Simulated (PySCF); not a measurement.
C5H12B2O2.
Bonds: O1–B2, B2–O3, B2–B4, B4–C5, C5–C6, C6–C7, C7–C8, C8–C9, B4–C9. Hydrogens: H10 on O1; H11 on O3; H12, H13 on C5; H14, H15 on C6; H16, H17 on C7; H18, H19 on C8; H20, H21 on C9.

The computed photoelectron lines, unassigned: B 1s: 194.66 (area 1), 196.65 (area 1) eV; C 1s: 289.48 (area 2), 290.03 (area 2), 290.04 (area 1) eV; O 1s: 539.02 eV.

Computed with PySCF, delta-SCF UKS SCAN, pcX-2 on the ionised atom, pcseg-1 elsewhere, spin-free X2C. Geometry: PBE0-D3(BJ)/def2-SVP, one conformer, isolated molecule.

Problem. Which boron gives which B 1s line?

Solution. 194.66 eV: B4 (three-coordinate boron); 196.65 eV: B2 (three-coordinate boron). The listed B 1s values span 1.99 eV, from B4 (bonded to 2 C and B) to B2 (bonded to 2 O and B). Summing the Pauling electronegativity differences to the bonded atoms, each weighted by its formal bond order, gives +1.02 for the lowest site and +2.80 for the highest.

Bonded neighbours of each site: O1/O3: H and B; B2: 2 O and B; B4: 2 C and B; C5/C9: C, 2 H and B; C6/C8: 2 C and 2 H; C7: 2 C and 2 H.

Problem. Which effective nuclear charge Zeff reproduces each element's mean 1s value in the hydrogen-like formula E = 13.606 eV × Zeff²?

Solution. B (Z = 5): mean 195.7 eV, Zeff = 3.79, Z − Zeff = 1.21; C (Z = 6): mean 289.8 eV, Zeff = 4.62, Z − Zeff = 1.38; O (Z = 8): mean 539.0 eV, Zeff = 6.29, Z − Zeff = 1.71. Means run over the listed sites, weighted by atom count.

One atom of each set of topologically equivalent atoms was ionised and stands for the set; in this conformer not all members are related by symmetry, and their own values weren't computed.
